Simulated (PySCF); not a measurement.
Radial density of P (phosphorus, neutral)

UHF, [Ne] 3s2 3p3, high-spin 4S determinant. All numbers are calculated (PySCF 2.14, no relativity, point nucleus, in 6-31G* (4s3p1d, 18 functions)).

```csv
r (bohr),4πr²ρ (e/bohr),4πr²(ρα − ρβ)
0.00193,0.09505,0.0000
0.00325,0.2624,0.0000
0.00547,0.6996,0.0000
0.00920,1.760,0.0001
0.0155,4.141,0.0003
0.0260,8.538,0.0010
0.0438,14.33,0.0045
0.0736,17.05,0.0205
0.124,13.09,0.0790
0.208,11.28,0.1977
0.350,15.96,0.2200
0.589,10.27,0.0117
0.991,2.521,0.4087
1.67,2.646,1.4095
2.80,1.272,0.8650
4.72,0.1183,0.0991
7.93,0.0002170,0.0002
```
